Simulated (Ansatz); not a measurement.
## SiH3Br (SMILES [SiH3]Br): the vertical ionisation energy from total energies

SiH3Br has 5 atoms, charge 0, and is taken as a singlet. SMILES: `[SiH3]Br`. The coordinates come from a PBE0-D4/def2-TZVP relaxation.

Both states at this one shape; open shells run unrestricted unless said. 1 Eh = 27.2114 eV.

```tsv
level	program	singlet SiH3Br (Eh)	doublet SiH3Br+ (Eh)
HF/def2-TZVP	Ansatz	-2863.148872	-2862.777312
BHLYP/def2-TZVP	Ansatz	-2865.488236	-2865.087443
MP2/def2-TZVP, 14 core orbitals frozen	Ansatz	-2863.544443	-2863.135794
```

**Question.** Work out the vertical ionisation energy at each level.

**Answer.** 
1. HF/def2-TZVP: -2862.777312 − (-2863.148872) = 0.371560 Eh = 10.11 eV.
2. BHLYP/def2-TZVP: -2865.087443 − (-2865.488236) = 0.400793 Eh = 10.91 eV.
3. MP2/def2-TZVP: -2863.135794 − (-2863.544443) = 0.408649 Eh = 11.12 eV.

No measured value is set beside it here; the levels span 10.11 to 11.12 eV. Hartree–Fock favours the state with fewer electron pairs, since it lacks pair correlation. Spin-orbit coupling, which splits open shells on such heavy atoms by tenths of an eV, is left out. All-electron rows are non-relativistic unless named.
